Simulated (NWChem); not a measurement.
System: C3H6OSi; SMILES C=C1C[SiH2]O1

Parts of the log:

```
             Northwest Computational Chemistry Package (NWChem) 7.3.0
             --------------------------------------------------------

 CS  symmetry detected

                             Geometry "geometry" -> ""
                             -------------------------

 Output coordinates in angstroms (scale by  1.889725989 to convert to a.u.)

  No.       Tag          Charge          X              Y              Z
 ---- ---------------- ---------- -------------- -------------- --------------
    1 C                    6.0000     0.11305683     2.20051844     0.00000000
    2 C                    6.0000     0.00052441     0.87332325     0.00000000
    3 C                    6.0000    -1.22815116    -0.02892012     0.00000000
    4 Si                  14.0000     0.07344684    -1.38979457     0.00000000
    5 O                    8.0000     1.07299880     0.00061531     0.00000000
    6 H                    1.0000    -0.78053113     2.82521545     0.00000000
    7 H                    1.0000     1.09683277     2.67321833     0.00000000
    8 H                    1.0000    -1.85834067     0.07306245     0.89581300
    9 H                    1.0000    -1.85834067     0.07306245    -0.89581300
   10 H                    1.0000     0.23777653    -2.23094330     1.21825200
   11 H                    1.0000     0.23777653    -2.23094330    -1.21825200

 Effective nuclear repulsion energy (a.u.)     221.7213007506

      Symmetry information
      --------------------

 Group name             Cs
 Group number              2
 Group order               2
 No. of unique centers     9

                                 NWChem DFT Module
                                 -----------------

 Summary of "ao basis" -> "ao basis" (spherical)
 ------------------------------------------------------------------------------
       Tag                 Description            Shells   Functions and Types
 ---------------- ------------------------------  ------  ---------------------
 C                           6-31g*                  6       14   3s2p1d
 Si                          6-31g*                  8       18   4s3p1d
 O                           6-31g*                  6       14   3s2p1d
 H                           6-31g*                  2        2   2s

      Symmetry analysis of basis
      --------------------------

        a'         61
        a"         25

            General Information
            -------------------
          SCF calculation type: DFT
          Wavefunction type:  closed shell.
          No. of atoms     :    11
          No. of electrons :    46
           Alpha electrons :    23
            Beta electrons :    23
          Charge           :     0
          Spin multiplicity:     1
          Use of symmetry is: on ; symmetry adaption is: on
          Maximum number of iterations: 150
          AO basis - number of functions:    86
                     number of shells:    44
          Convergence on energy requested:  1.00D-06
          Convergence on density requested:  1.00D-05
          Convergence on gradient requested:  5.00D-04

              XC Information
              --------------
                     Hartree-Fock (Exact) Exchange  1.000
                   CAM-Becke88 Exchange Functional  1.000
              Lee-Yang-Parr Correlation Functional  1.000

           Range-Separation Parameters
           ---------------------------
           Alpha           :  0.00
           Beta            :  1.00
           Gamma           :  0.33
           Short-Range HF  :     F

             Grid Information
             ----------------
          Grid used for XC integration:  medium
          Radial quadrature: Mura-Knowles
          Angular quadrature: Lebedev.
          Tag              B.-S. Rad. Rad. Pts. Rad. Cut. Ang. Pts.
          ---              ---------- --------- --------- ---------
          C                   0.70       49          11.0       434
          Si                  1.10       88          11.0       590
          O                   0.60       49           9.0       434
          H                   0.35       45          12.0       434
          Grid pruning is: on
          Number of quadrature shells:   464
          Spatial weights used:  Erf1

      Superposition of Atomic Density Guess
      -------------------------------------

 Sum of atomic energies:        -479.54181743

      Non-variational initial energy
      ------------------------------

 Total energy =    -482.288420
 1-e energy   =   -1098.784246
 2-e energy   =     394.774525
 HOMO         =      -0.261163
 LUMO         =       0.031520

      Symmetry analysis of molecular orbitals - initial
      -------------------------------------------------

  Numbering of irreducible representations:

     1 a'          2 a"

  Orbital symmetries:

     1 a'          2 a'          3 a'          4 a'          5 a'
     6 a'          7 a'          8 a"          9 a'         10 a'
    11 a'         12 a'         13 a'         14 a'         15 a'
    16 a"         17 a'         18 a'         19 a"         20 a'
    21 a"         22 a'         23 a"         24 a'         25 a"
    26 a'         27 a'         28 a"         29 a'         30 a'
    31 a'         32 a"         33 a'

     ---------------------------------------------
      Total Density - Mulliken Population Analysis
     ---------------------------------------------

    Atom       Charge   Shell Charges
 -----------   ------   -------------------------------------------------------
    1 C    6     6.73   2.00  0.74  2.08  0.63  1.26  0.03
    2 C    6     5.39   2.00  0.70  1.62  0.43  0.57  0.07
    3 C    6     6.77   2.00  0.72  2.05  0.68  1.29  0.02
    4 Si  14    13.09   2.00  2.00  5.97  0.93  1.42  0.27  0.33  0.17
    5 O    8     8.88   2.00  0.93  3.07  0.96  1.90  0.02
    6 H    1     0.76   0.45  0.30
    7 H    1     0.77   0.46  0.31
    8 H    1     0.74   0.45  0.29
    9 H    1     0.74   0.45  0.29
   10 H    1     1.07   0.47  0.60
   11 H    1     1.07   0.47  0.60

   convergence    iter        energy       DeltaE   RMS-Dens  Diis-err
 ---------------- ----- ----------------- --------- --------- ---------
 d= 0,ls=0.0,diis     1   -481.8249716661 -7.04D+02  1.16D-02  7.92D-01
 d= 0,ls=0.0,diis     2   -481.8635998114 -3.86D-02  5.11D-03  5.46D-01
 d= 0,ls=0.0,diis     3   -481.9098884469 -4.63D-02  1.34D-03  4.15D-02
 d= 0,ls=0.0,diis     4   -481.9136467445 -3.76D-03  4.43D-04  2.34D-03
 d= 0,ls=0.0,diis     5   -481.9139067602 -2.60D-04  1.51D-04  2.76D-04
  Resetting Diis
 d= 0,ls=0.0,diis     6   -481.9139403647 -3.36D-05  4.70D-05  1.19D-05
 d= 0,ls=0.0,diis     7   -481.9139424294 -2.06D-06  1.84D-05  1.26D-06
 d= 0,ls=0.0,diis     8   -481.9139425333 -1.04D-07  6.56D-06  8.62D-07

         Total DFT energy =     -481.913942533266
      One electron energy =    -1102.585219758726
           Coulomb energy =      446.292401693775
    Exchange-Corr. energy =      -47.342425218942
 Nuclear repulsion energy =      221.721300750628

 Numeric. integr. density =       45.999992880875

                  Occupations of the irreducible representations
                  ----------------------------------------------

                     irrep           alpha         beta
                     --------     --------     --------
                     a'               18.0         18.0
                     a"                5.0          5.0

                       DFT Final Molecular Orbital Analysis
                       ------------------------------------

 Vector   21  Occ=2.000000D+00  E=-4.164850D-01  Symmetry=a'
              MO Center=  3.0D-01,  2.6D-01,  1.3D-14, r^2= 2.6D+00
   Bfn.  Coefficient  Atom+Function         Bfn.  Coefficient  Atom+Function
  ----- ------------  ---------------      ----- ------------  ---------------
    63      0.401182   5 O  px               67      0.268793   5 O  px
    17     -0.234846   2 C  px               31      0.231938   3 C  px
    32      0.193459   3 C  py               50     -0.193015   4 Si py
    64      0.187100   5 O  py               18     -0.167653   2 C  py
    34      0.166783   3 C  s                 4      0.160543   1 C  py

 Vector   22  Occ=2.000000D+00  E=-4.029165D-01  Symmetry=a'
              MO Center= -4.4D-01, -3.9D-01, -3.3D-14, r^2= 2.8D+00
   Bfn.  Coefficient  Atom+Function         Bfn.  Coefficient  Atom+Function
  ----- ------------  ---------------      ----- ------------  ---------------
    32      0.354214   3 C  py               49      0.301872   4 Si px
    63     -0.259050   5 O  px               36      0.214829   3 C  py
    31     -0.196144   3 C  px               50     -0.179814   4 Si py
    67     -0.178019   5 O  px               18     -0.130833   2 C  py
    34     -0.127759   3 C  s                45     -0.124675   4 Si px

 Vector   23  Occ=2.000000D+00  E=-3.120209D-01  Symmetry=a"
              MO Center=  2.6D-01,  1.2D+00, -3.6D-16, r^2= 2.5D+00
   Bfn.  Coefficient  Atom+Function         Bfn.  Coefficient  Atom+Function
  ----- ------------  ---------------      ----- ------------  ---------------
     5      0.407135   1 C  pz               65     -0.338760   5 O  pz
     9      0.323711   1 C  pz               19      0.297055   2 C  pz
    69     -0.274338   5 O  pz               23      0.181878   2 C  pz
    84      0.120325  10 H  s                86     -0.120325  11 H  s
    55     -0.073540   4 Si pz               33     -0.070087   3 C  pz

 Vector   24  Occ=0.000000D+00  E= 6.787503D-02  Symmetry=a'
              MO Center= -1.6D-02, -1.6D+00,  7.5D-16, r^2= 4.1D+00
   Bfn.  Coefficient  Atom+Function         Bfn.  Coefficient  Atom+Function
  ----- ------------  ---------------      ----- ------------  ---------------
    53      0.946777   4 Si px               34      0.421524   3 C  s
    66     -0.375293   5 O  s                49      0.321087   4 Si px
    54      0.317468   4 Si py               36     -0.276937   3 C  py
    52     -0.200054   4 Si s                68      0.178887   5 O  py
    78     -0.156112   7 H  s                35      0.149903   3 C  px

 Vector   25  Occ=0.000000D+00  E= 1.213218D-01  Symmetry=a'
              MO Center=  3.4D-02, -1.5D+00, -1.1D-13, r^2= 5.3D+00
   Bfn.  Coefficient  Atom+Function         Bfn.  Coefficient  Atom+Function
  ----- ------------  ---------------      ----- ------------  ---------------
    54      1.620143   4 Si py               34     -0.950144   3 C  s
    20     -0.613318   2 C  s                53     -0.483796   4 Si px
    84      0.467277  10 H  s                86      0.467277  11 H  s
    52      0.425421   4 Si s                22      0.353596   2 C  py
    36      0.337606   3 C  py                6     -0.278981   1 C  s

 Vector   26  Occ=0.000000D+00  E= 1.231226D-01  Symmetry=a"
              MO Center= -2.4D-01,  1.1D+00,  1.3D-13, r^2= 3.0D+00
   Bfn.  Coefficient  Atom+Function         Bfn.  Coefficient  Atom+Function
  ----- ------------  ---------------      ----- ------------  ---------------
    80      0.546948   8 H  s                82     -0.546948   9 H  s
     9      0.543089   1 C  pz               23     -0.495097   2 C  pz
    19     -0.434750   2 C  pz               37     -0.401285   3 C  pz
     5      0.331786   1 C  pz               69      0.231128   5 O  pz
    65      0.218257   5 O  pz               79      0.104128   8 H  s

     ---------------------------------------------
      Total Density - Mulliken Population Analysis
     ---------------------------------------------

    Atom       Charge   Shell Charges
 -----------   ------   -------------------------------------------------------
    1 C    6     6.42   2.00  0.65  2.12  0.57  1.06  0.03
    2 C    6     5.60   2.00  0.67  1.99  0.39  0.48  0.07
    3 C    6     6.53   2.00  0.65  2.15  0.62  1.09  0.03
    4 Si  14    13.43   2.00  1.99  5.96  0.96  1.78  0.24  0.26  0.24
    5 O    8     8.52   2.00  0.89  2.92  0.97  1.71  0.02
    6 H    1     0.87   0.51  0.36
    7 H    1     0.86   0.50  0.36
    8 H    1     0.82   0.50  0.32
    9 H    1     0.82   0.50  0.32
   10 H    1     1.06   0.49  0.57
   11 H    1     1.06   0.49  0.57

     -------------------------------------------
      Total Density - Lowdin Population Analysis
     -------------------------------------------

    Atom       Charge   Shell Charges
 -----------   ------   -------------------------------------------------------
    1 C    6     6.35   1.99  0.53  1.92  0.44  1.41  0.06
    2 C    6     5.94   1.99  0.51  1.78  0.36  1.13  0.17
    3 C    6     6.44   1.99  0.54  1.95  0.44  1.47  0.06
    4 Si  14    13.50   2.00  1.98  5.88  0.66  1.59  0.37  0.70  0.32
    5 O    8     8.31   1.99  0.84  2.78  0.68  1.97  0.05
    6 H    1     0.86   0.47  0.39
    7 H    1     0.86   0.47  0.39
    8 H    1     0.84   0.47  0.37
    9 H    1     0.84   0.47  0.37
   10 H    1     1.04   0.49  0.55
   11 H    1     1.04   0.49  0.55

     Multipole analysis of the density
     ---------------------------------

     L   x y z        total         alpha         beta         nuclear
     -   - - -        -----         -----         ----         -------
     0   0 0 0     -0.000000    -23.000000    -23.000000     46.000000

     1   1 0 0     -0.732915     -0.366457     -0.366457      0.000000
     1   0 1 0     -0.514532     -0.257266     -0.257266      0.000000
     1   0 0 1     -0.000000     -0.000000     -0.000000      0.000000

     2   2 0 0    -27.773555    -62.533895    -62.533895     97.294234
     2   1 1 0     -0.197437      0.474080      0.474080     -1.145597
     2   1 0 1      0.000000      0.000000      0.000000      0.000000
     2   0 2 0    -26.520282   -166.403639   -166.403639    306.286996
     2   0 1 1     -0.000000     -0.000000     -0.000000      0.000000
     2   0 0 2    -28.602248    -22.466787    -22.466787     16.331326
```

Level: LC-BLYP (range parameter 0.33 per bohr)/6-31G* (spherical d). Geometry: optimised at PBE0/def2-SVP.

Task: Write an input that gives this output.

Result: One answer among several that fit: the input that was run:
```
start job
memory heap 200 mb stack 900 mb global 1100 mb
geometry units angstroms noautoz
  C      0.153633     2.215393     0.000000
  C      0.020269     0.890129     0.000000
  C     -1.222426     0.007295     0.000000
  Si     0.057637    -1.373855     0.000000
  O      1.078904     0.000684     0.000000
  H     -0.730033     2.854048     0.000000
  H      1.144712     2.672583     0.000000
  H     -1.850936     0.119163     0.895813
  H     -1.850936     0.119163    -0.895813
  H      0.208735    -2.217481     1.218252
  H      0.208735    -2.217481    -1.218252
end
basis spherical
  * library 6-31g*
end
dft
  xc xcamb88 1.00 lyp 1.0 hfexch 1.00
  cam 0.33 cam_alpha 0.0 cam_beta 1.0
  iterations 150
  mulliken
end
task dft energy
```
